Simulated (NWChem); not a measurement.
System: C3H7FSi; SMILES C=C[SiH2]CF

Input file for NWChem:

```
start job
memory heap 200 mb stack 900 mb global 1100 mb
geometry units angstroms noautoz
  C      0.234759    -2.670817    -0.415848
  C      0.327272    -1.644674     0.438988
  Si    -0.586230    -0.026819     0.217752
  C      0.653661     1.384380    -0.101922
  F     -0.019148     2.584984    -0.212680
  H     -0.401362    -2.625783    -1.307454
  H      0.785588    -3.606336    -0.265044
  H      0.980505    -1.765424     1.314349
  H     -1.367093     0.322780     1.443769
  H     -1.514383    -0.138228    -0.948012
  H      1.389539     1.457351     0.719682
  H      1.223499     1.201057    -1.030732
end
basis spherical
  * library 6-31g*
end
dft
  xc hfexch
  iterations 150
  vectors input atomic output neutral.movecs
end
task dft energy
charge 1
dft
  odft
  mult 2
  vectors input atomic output cation.movecs
end
task dft energy
```

Excerpt of the output:

```
             Northwest Computational Chemistry Package (NWChem) 7.3.0
             --------------------------------------------------------

 C1  symmetry detected

                             Geometry "geometry" -> ""
                             -------------------------

 Output coordinates in angstroms (scale by  1.889725989 to convert to a.u.)

  No.       Tag          Charge          X              Y              Z
 ---- ---------------- ---------- -------------- -------------- --------------
    1 C                    6.0000     0.30660615    -2.66849011    -0.41616099
    2 C                    6.0000     0.19985543    -1.65978086     0.45755671
    3 Si                  14.0000    -0.61892389    -0.02557345     0.05774091
    4 C                    6.0000     0.67411302     1.37397334     0.07585430
    5 F                    9.0000     0.05858779     2.58564966    -0.16778159
    6 H                    1.0000    -0.09574782    -2.59808244    -1.43340888
    7 H                    1.0000     0.79649005    -3.61420328    -0.15733557
    8 H                    1.0000     0.62204634    -1.80582002     1.46153789
    9 H                    1.0000    -1.66877421     0.31200303     1.06716678
   10 H                    1.0000    -1.24012277    -0.10242248    -1.29912748
   11 H                    1.0000     1.19119983     1.42145428     1.05168274
   12 H                    1.0000     1.44910525     1.20003810    -0.69235417

 Effective nuclear repulsion energy (a.u.)     213.0828054840

  xc_inp: hfexch multiplicative factor not found.

                                 NWChem DFT Module
                                 -----------------

 Summary of "ao basis" -> "ao basis" (spherical)
 ------------------------------------------------------------------------------
       Tag                 Description            Shells   Functions and Types
 ---------------- ------------------------------  ------  ---------------------
 C                           6-31g*                  6       14   3s2p1d
 Si                          6-31g*                  8       18   4s3p1d
 F                           6-31g*                  6       14   3s2p1d
 H                           6-31g*                  2        2   2s

            General Information
            -------------------
          SCF calculation type: DFT
          Wavefunction type:  closed shell.
          No. of atoms     :    12
          No. of electrons :    48
           Alpha electrons :    24
            Beta electrons :    24
          Charge           :     0
          Spin multiplicity:     1
          Use of symmetry is: off; symmetry adaption is: off
          Maximum number of iterations: 150
          AO basis - number of functions:    88
                     number of shells:    46
          Convergence on energy requested:  1.00D-06
          Convergence on density requested:  1.00D-05
          Convergence on gradient requested:  5.00D-04

              XC Information
              --------------
                     Hartree-Fock (Exact) Exchange  1.000

      Superposition of Atomic Density Guess
      -------------------------------------

 Sum of atomic energies:        -504.65802976

      Non-variational initial energy
      ------------------------------

 Total energy =    -506.892251
 1-e energy   =   -1118.313554
 2-e energy   =     398.338498
 HOMO         =      -0.305922
 LUMO         =      -0.004175

   convergence    iter        energy       DeltaE   RMS-Dens  Diis-err
 ---------------- ----- ----------------- --------- --------- ---------
 d= 0,ls=0.0,diis     1   -505.9223134851 -7.19D+02  5.63D-03  4.05D-01
 d= 0,ls=0.0,diis     2   -505.9799734067 -5.77D-02  1.82D-03  8.13D-02
 d= 0,ls=0.0,diis     3   -505.9881915570 -8.22D-03  8.70D-04  7.47D-03
 d= 0,ls=0.0,diis     4   -505.9893395398 -1.15D-03  1.54D-04  1.38D-04
 d= 0,ls=0.0,diis     5   -505.9893683461 -2.88D-05  5.44D-05  1.43D-05
  Resetting Diis
 d= 0,ls=0.0,diis     6   -505.9893718913 -3.55D-06  1.83D-05  1.05D-06
 d= 0,ls=0.0,diis     7   -505.9893722076 -3.16D-07  3.87D-06  1.09D-07

         Total DFT energy =     -505.989372207627
      One electron energy =    -1121.883561426735
           Coulomb energy =      451.327687104017
    Exchange-Corr. energy =      -48.516303368881
 Nuclear repulsion energy =      213.082805483972

 Numeric. integr. density =        0.000000000000

                       DFT Final Molecular Orbital Analysis
                       ------------------------------------

 Vector   22  Occ=2.000000D+00  E=-4.613622D-01
              MO Center= -2.0D-01, -7.4D-01, -6.6D-02, r^2= 3.8D+00
   Bfn.  Coefficient  Atom+Function         Bfn.  Coefficient  Atom+Function
  ----- ------------  ---------------      ----- ------------  ---------------
    35      0.286543   3 Si px               18      0.232985   2 C  py
    84     -0.225371  10 H  s                83     -0.174238  10 H  s
    19     -0.163552   2 C  pz               22      0.147378   2 C  py
    37      0.147351   3 Si pz               79     -0.138617   8 H  s
    49     -0.137913   4 C  px               80     -0.132841   8 H  s

 Vector   23  Occ=2.000000D+00  E=-4.419609D-01
              MO Center=  1.9D-01,  1.1D-01,  8.3D-02, r^2= 4.1D+00
   Bfn.  Coefficient  Atom+Function         Bfn.  Coefficient  Atom+Function
  ----- ------------  ---------------      ----- ------------  ---------------
    36      0.321933   3 Si py               49     -0.268475   4 C  px
    63      0.200423   5 F  px               50     -0.197263   4 C  py
    17      0.192598   2 C  px               67      0.167679   5 F  px
    64      0.162677   5 F  py               53     -0.157848   4 C  px
    18     -0.155585   2 C  py                4      0.138769   1 C  py

 Vector   24  Occ=2.000000D+00  E=-3.815537D-01
              MO Center=  1.8D-01, -1.7D+00,  5.5D-02, r^2= 2.8D+00
   Bfn.  Coefficient  Atom+Function         Bfn.  Coefficient  Atom+Function
  ----- ------------  ---------------      ----- ------------  ---------------
     3      0.303324   1 C  px               17      0.301334   2 C  px
    21      0.250285   2 C  px                7      0.247811   1 C  px
    82      0.137245   9 H  s                52     -0.136071   4 C  s
    18      0.132789   2 C  py                4      0.123352   1 C  py
    19     -0.111455   2 C  pz               49      0.111452   4 C  px

 Vector   25  Occ=0.000000D+00  E= 1.302798D-01
              MO Center= -1.3D-02, -1.6D+00,  1.7D-04, r^2= 3.8D+00
   Bfn.  Coefficient  Atom+Function         Bfn.  Coefficient  Atom+Function
  ----- ------------  ---------------      ----- ------------  ---------------
    52      0.606614   4 C  s                 7      0.537790   1 C  px
    39     -0.494443   3 Si px               40     -0.425564   3 Si py
    21     -0.355456   2 C  px               82     -0.304700   9 H  s
     3      0.293174   1 C  px                9     -0.208081   1 C  pz
    17     -0.200273   2 C  px               22     -0.198848   2 C  py

 Vector   26  Occ=0.000000D+00  E= 1.716440D-01
              MO Center= -6.9D-01,  1.5D-01, -2.3D-02, r^2= 5.1D+00
   Bfn.  Coefficient  Atom+Function         Bfn.  Coefficient  Atom+Function
  ----- ------------  ---------------      ----- ------------  ---------------
    40      1.300495   3 Si py               20      1.043346   2 C  s
    39     -0.449522   3 Si px                6      0.365631   1 C  s
    38     -0.339789   3 Si s                22      0.333288   2 C  py
    41     -0.269542   3 Si pz               82     -0.256634   9 H  s
    66     -0.241801   5 F  s                21     -0.237792   2 C  px

 Vector   27  Occ=0.000000D+00  E= 1.891191D-01
              MO Center= -3.7D-01, -2.2D-01,  4.8D-01, r^2= 5.8D+00
   Bfn.  Coefficient  Atom+Function         Bfn.  Coefficient  Atom+Function
  ----- ------------  ---------------      ----- ------------  ---------------
    39      1.254593   3 Si px               52     -1.223243   4 C  s
    41      0.741773   3 Si pz               84      0.691370  10 H  s
    20     -0.586887   2 C  s                21     -0.455987   2 C  px
    38      0.399930   3 Si s                54      0.393951   4 C  py
    40      0.372856   3 Si py               88      0.322570  12 H  s

     Multipole analysis of the density
     ---------------------------------

     L   x y z        total         alpha         beta         nuclear
     -   - - -        -----         -----         ----         -------
     0   0 0 0     -0.000000    -24.000000    -24.000000     48.000000

     1   1 0 0      0.514616      0.257308      0.257308      0.000000
     1   0 1 0     -0.952085     -0.476043     -0.476043      0.000000
     1   0 0 1      0.124061      0.062031      0.062031     -0.000000

     2   2 0 0    -28.985708    -46.268498    -46.268498     63.551287
     2   1 1 0      0.030542      0.857576      0.857576     -1.684610
     2   1 0 1      0.686770     -0.552707     -0.552707      1.792184
     2   0 2 0    -31.557837   -296.826046   -296.826046    562.094255
     2   0 1 1      1.041937     -2.318516     -2.318516      5.678968
     2   0 0 2    -27.683776    -33.942196    -33.942196     40.200616

                                 NWChem DFT Module
                                 -----------------

[...]
```

Level: Hartree-Fock/6-31G* (spherical d), vertical spin-unrestricted ions. Coordinates come from a PBE0/def2-SVP optimisation. Not confirmed as a minimum by frequencies.
